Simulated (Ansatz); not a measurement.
Job for Ansatz (a first-principles code): R-BLYP/def2-TZVPP on CH3NO (SMILES C=NO).

Ansatz 0.2 input:
```yaml
crystal:
  periodic: [false, false, false]
  atoms:
    - {symbol: C, position_ang: [-0.87391140, 0.08681031, 0.06323958]}
    - {symbol: N, position_ang: [0.19656121, -0.58638403, 0.09102409]}
    - {symbol: O, position_ang: [1.31652879, 0.21293997, -0.15784912]}
    - {symbol: H, position_ang: [-1.79227189, -0.45533007, 0.24633377]}
    - {symbol: H, position_ang: [-0.89345687, 1.15678450, -0.13278163]}
    - {symbol: H, position_ang: [2.04655015, -0.41482069, -0.10746189]}
basis:
  gaussian:
    orbitals: def2-TZVPP
hamiltonian:
  xc: {name: BLYP}
scf: {lower_state_search: off}
```

Question: Give the final energy of this run.

Answer: -169.8531 hartree.
